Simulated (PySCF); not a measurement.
All values below come from PySCF with B3LYP-D3(BJ)/def2-TZVP. Gas-phase values, no solvent. One relaxed conformer stands for a flexible species; it need not be the lowest. B3LYP has the VWN-RPA correlation part, as in Gaussian. Delta-SCF ions had no search for a lower state. Excitations are Tamm–Dancoff values on a coarser integration grid. The basis has no diffuse functions, so Rydberg states are missing or too high.

Reference species (SMILES): `[H]/N=C1\CO1` (neutral, multiplicity 1).

```
Property                                   Value
--------------------------------------  --------
HOMO–LUMO gap                            7.92 eV
S1 excitation (TDA)                      6.38 eV
vertical ionisation energy (Delta-SCF)  10.50 eV
```

Changed species: `N=C=CO`.

What does the change do to the HOMO–LUMO gap, S1 excitation (TDA) and vertical ionisation energy (Delta-SCF)?

the HOMO–LUMO gap falls by 3.09 eV, to 4.83 eV; the S1 excitation (TDA) drops by 3.04 eV, to 3.34 eV; the vertical ionisation energy (Delta-SCF) drops by 1.87 eV, to 8.63 eV.
